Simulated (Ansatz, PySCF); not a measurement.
Ge(H)(Br)2(Me) (CH4Br2Ge), SMILES [CH3][GeH]([Br])[Br]. Atoms are numbered in the order given.

```xyz
8

Ge    -0.3502    -0.2034     0.6456
C     -2.2045    -0.7684     0.4521
Br     0.9939    -1.6069    -0.6375
Br    -0.1466     1.9723    -0.1591
H      0.2129    -0.2153     2.0764
H     -2.3109    -1.8024     0.8117
H     -2.8531    -0.1000     1.0372
H     -2.4866    -0.7179    -0.6084
```

The structure is a stationary point at B3LYP-D3(BJ)/def2-SVP.

Two levels are set side by side: PBE-D3(BJ)/def2-SVP (Ansatz, an electronic-structure program) and B3LYP-D3(BJ)/def2-SVP (Ansatz). Each level has its own optimised geometry; the coordinates shown are those of the second. Frequencies come from the Hessian of PySCF at each geometry. Differences are taken from unrounded values.

```
quantity                            B3LYP-D3(BJ)
----------------------------------  ------------
mean bond length (Å)                       1.634
bond Ge1–C2 (Å)                            1.948
bond Ge1–Br3 (Å)                           2.329
bond Ge1–Br4 (Å)                           2.329
bond Ge1–H5 (Å)                            1.538
bond C2–H6 (Å)                             1.100
bond C2–H7 (Å)                             1.100
bond C2–H8 (Å)                             1.099
highest harmonic wavenumber (cm⁻¹)          3164
mean harmonic wavenumber (cm⁻¹)             1130
zero-point energy (kcal/mol)               29.07
```

### Question
What does PBE-D3(BJ) give, and how far is it from B3LYP-D3(BJ)? (Estimate from the structure and the level; the computed values follow.)

### Answer

| quantity | PBE-D3(BJ) | PBE-D3(BJ) minus B3LYP-D3(BJ) |
|---|---|---|
| mean bond length (Å) | 1.640 | 0.006 |
| bond Ge1–C2 (Å) | 1.951 | 0.003 |
| bond Ge1–Br3 (Å) | 2.330 | 0.001 |
| bond Ge1–Br4 (Å) | 2.330 | 0.001 |
| bond Ge1–H5 (Å) | 1.549 | 0.011 |
| bond C2–H6 (Å) | 1.107 | 0.007 |
| bond C2–H7 (Å) | 1.107 | 0.007 |
| bond C2–H8 (Å) | 1.106 | 0.007 |
| highest harmonic wavenumber (cm⁻¹) | 3114 | -50 |
| mean harmonic wavenumber (cm⁻¹) | 1101 | -29 |
| zero-point energy (kcal/mol) | 28.32 | -0.75 |

Exact exchange shortens and stiffens bonds; PBE has none. Differences between two approximate levels are no errors against the true value.
